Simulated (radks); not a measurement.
B, 5 electrons, occupied as 1s1.5 2s2 2p1 3s0.5 (fractional occupations, a model configuration).

Calculated with a radial shooting solver on a logarithmic mesh with Libxc functionals: Dirac Kohn-Sham, PBE, spin-unpolarised, spherical densities, finite nucleus; open shells are shared between the two j in proportion to 2j + 1; Fermi nuclear charge, rms radius 2.406 fm.

Energy parts (eV):
total: -573.609
kinetic: 571.512
electron-nucleus: -1313.733
Hartree: 254.301
exchange-correlation: -85.689

Orbitals (lengths in bohr, moments of r in powers of bohr; <r^-3> diverges for s and p1/2; r(90%) holds 90 % of the orbital's charge):
orbital      occ.  eigenvalue (eV)  r(90%)     <r>   <r^-3>  small-component weight
1s1/2         1.5        -204.7011   0.571  0.3187        -                3.04e-04
2s1/2           2         -13.8497    2.75   1.740        -                3.58e-05
2p1/2    0.333333          -7.6667    3.06   1.810        -                2.95e-05
2p3/2    0.666667          -7.6606    3.06   1.811    1.374                2.95e-05
3s1/2         0.5          -1.2658    11.1   7.382        -                2.97e-06
3p1/2           0          -0.6115    14.1   9.353        -                2.02e-06
3p3/2           0          -0.6112    14.1   9.355  0.05245                2.02e-06

The highest occupied level is 3s1/2 at -1.266 eV. Summed over all electrons, <r^2> = 42.92 bohr^2, which gives a Langevin (diamagnetic) susceptibility term of -34 x 10^-6 cm^3/mol.
